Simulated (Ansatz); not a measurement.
`[OH][InH][B](Cl)Cl` + HI → `ClB(Cl)I` + `[OH][InH2]`  (cleavage of the B–In bond)

Calculated with Ansatz (gas phase, PBE0-D4/def2-TZVP geometries, no zero-point term in ΔE). CCSD(T)/CBS is the MP2 limit (def2-TZVPP, def2-QZVPP) plus CCSD(T) − MP2 in def2-TZVPP, frozen cores. def2 core potentials past Kr. For I, In outer-core shells are correlated without core-valence functions, which leaves a few kJ/mol of doubt a bond. Each species was taken in one conformer, which may not be the lowest.

```tsv
species	CCSD(T)/def2-SVP energy (Eh)
`[OH][InH][B](Cl)Cl`	-1209.29914
HI	-297.37578
`ClB(Cl)I`	-1240.64714
`[OH][InH2]`	-266.04965
```

Work out ΔE.

ΔE = (-1240.64714) + (-266.04965) − (-1209.29914) − (-297.37578) = -0.02187 Eh = -13.7 kcal/mol. CCSD(T)/CBS gives -13.0 kcal/mol.

Largest T1 diagnostic among the species: 0.017.

From BLYP to BHLYP (50 % exact exchange), in def2-TZVPP and without D4, ΔE moves by −1.3 kcal/mol. Leaving LDA and LC-ωPBE aside and taking each functional with its dispersion term where it has one, the values, not all of them listed here, spread over 3.0 kcal/mol, from B97M-V to BLYP-D4. LDA lies −1.1 kcal/mol from PBE without D4.
